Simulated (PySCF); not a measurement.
C5H10, SMILES C=CC(C)C. Atoms are numbered in the order given.

```xyz
15

C      1.5951    -1.1697     0.2622
C      0.6481    -0.7219    -0.5635
C     -0.6030     0.0251    -0.1915
C     -0.6562     1.3614    -0.9358
C     -0.7874     0.2164     1.3065
H      1.5366    -1.0345     1.3457
H      2.4731    -1.6966    -0.1202
H      0.7753    -0.8915    -1.6411
H     -1.4499    -0.5848    -0.5629
H     -1.6098     1.8797    -0.7503
H     -0.5537     1.2233    -2.0234
H      0.1609     2.0223    -0.6046
H     -1.7368     0.7310     1.5177
H      0.0245     0.8293     1.7307
H     -0.7992    -0.7454     1.8412
```
Charge 0, spin multiplicity 1.

Coordinates come from a PBE0-D3(BJ)/def2-SVP optimisation. The values are those of a single conformer.

Method: PBE0/pcSseg-1 (PySCF).

GIAO shieldings, no solvent; atoms listed in one row are averaged. δ = σ(ref) − σ: ¹³C against TMS (σ = 186.3 ppm); ¹H against TMS (σ = 31.56 ppm), references at their B3LYP-D3(BJ)/def2-TZVP geometries, non-relativistic.

Computed chemical shifts:
```json
[
 {"nucleus": "¹³C", "atoms": "C2", "count": "1", "δ (ppm)": "156.4"},
 {"nucleus": "¹³C", "atoms": "C1", "count": "1", "δ (ppm)": "119.9"},
 {"nucleus": "¹³C", "atoms": "C3", "count": "1", "δ (ppm)": "35.2"},
 {"nucleus": "¹³C", "atoms": "C4", "count": "1", "δ (ppm)": "26.3"},
 {"nucleus": "¹³C", "atoms": "C5", "count": "1", "δ (ppm)": "20.9"},
 {"nucleus": "¹H", "atoms": "H8", "count": "1", "δ (ppm)": "6.50"},
 {"nucleus": "¹H", "atoms": "H6, H7", "count": "2", "δ (ppm)": "5.51"},
 {"nucleus": "¹H", "atoms": "H9", "count": "1", "δ (ppm)": "2.42"},
 {"nucleus": "¹H", "atoms": "H10, H11, H12, H13, H14, H15", "count": "6", "δ (ppm)": "1.30"}
]
```
